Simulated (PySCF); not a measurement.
GeCl2: fields on a plane

Method: PBE0/[Ge def2-SVP, Cl def2-SVP], no relativity, density fitting, PySCF.

The singlet minimum has Ge–Cl 2.191 Å (×2); Cl–Ge–Cl 100.2°.

The plane holds Ge1 at (0.00, 0.00), Cl2 at (2.19, 0.00), Cl3 at (-0.39, 2.16) Å. Columns run from x = -2.25 to 4.35 Å, rows from y = 4.35 (top) to -1.95 Å, in steps of 0.3 Å. Other isomers or separated fragments may lie lower.

**Question.** Give the highest occupied orbital (Å^-3/2) at -8.00 eV (cut at ±0.3; overall sign arbitrary). Every second row and column.

**Answer.** 
```
 0.00  0.00  0.01  0.02  0.02  0.01  0.00  0.00  0.00  0.00  0.00  0.00
 0.00  0.02  0.05  0.08  0.08  0.04  0.01  0.00  0.00  0.00  0.00  0.00
 0.00  0.02  0.09  0.22  0.20  0.09  0.03  0.01  0.00  0.00  0.00  0.00
-0.01 -0.02  0.02  0.25  0.30  0.12  0.04  0.01  0.00  0.00  0.00  0.00
-0.02 -0.09 -0.29  0.30  0.01  0.04  0.02  0.02  0.03  0.02  0.01  0.00
-0.01 -0.07 -0.21 -0.30 -0.15 -0.03  0.00  0.05  0.10  0.07  0.03  0.01
 0.01  0.01  0.01  0.00 -0.03 -0.06 -0.06  0.10  0.30  0.17  0.07  0.02
 0.04  0.09  0.21  0.14  0.06 -0.03 -0.24  0.00  0.29  0.24  0.08  0.02
 0.04  0.12  0.28  0.30  0.14  0.05 -0.25 -0.30  0.01  0.11  0.05  0.01
 0.04  0.09  0.19  0.30  0.25  0.08 -0.09 -0.16 -0.06  0.01  0.02  0.01
 0.02  0.05  0.09  0.12  0.11  0.05 -0.02 -0.04 -0.03  0.00  0.00  0.00
```

**Question.** Give the electron density (e/Å³) (cut at 5 e/Å³). Lower edges of the bins (e/Å³): '0' 0.000, '1' 0.030, '2' 0.076, '3' 0.151, '4' 0.268, '5' 0.455, '6' 0.750, '7' 1.218, '8' 1.960, '9' 3.136; top 5.00.

**Answer.** 
```
00000000000000000000000
00000000000000000000000
00000111100000000000000
00012222211000000000000
00123454431000000000000
01235677642100000000000
01346898753200000000000
01357999864210000000000
01357999764210000000000
01246787753211111000000
01235666643222222110000
00123455543334444321000
00123456654445676532000
00123589975567887642100
00124699996567999753100
00124699996567999753100
00124589985467887642100
00123456654345676532000
00012344433234444321000
00001222221112222110000
00000111110001111000000
00000000000000000000000
```
